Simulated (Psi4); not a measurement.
propene (C3H6), singlet, at a GFN2-xTB geometry. Base run: B3LYP/6-31G (Psi4).

Geometry (Å):
```xyz
9

C      1.2799     0.1235     0.0092
C      0.0083     0.4749     0.0092
H      1.5809    -0.9115    -0.0093
H      2.0746     0.8497     0.0275
H     -0.2666     1.5221     0.0281
C     -1.1357    -0.4824    -0.0154
H     -0.7838    -1.5109    -0.0334
H     -1.7644    -0.3396     0.8633
H     -1.7551    -0.3055    -0.8945
```
All else is at Psi4's defaults (density fitting, Cartesian functions).
Base energy -117.88141 Eh.

The base run was repeated with changes; each row names its change, and settings that it needs were set with it.

```csv
change,ΔE vs base (µEh),SCF cycles,grid points,basis functions
base,0.0,8,193177,39
puream = true,-28.1,8,193177,39
damping_percentage = 20,0.2,18,193177,39
d_convergence = 1e-10,0.0,12,193177,39
basis_guess = true,0.0,7,193177,39
guess = sap,0.0,9,193177,39
dft_radial_points = 99,0.0,8,253737,39
ints_tolerance = 1e-8,0.0,8,193177,39
scf_type = out_of_core,-0.4,8,193177,39
scf_type = dfdirj+link,-26.1,8,193177,39
df_basis_scf = cc-pvqz-jkfit,-4.2,8,193177,39
dft_pruning_scheme = treutler,-5.1,8,106423,39
guess = sadno,0.0,9,193177,39
```
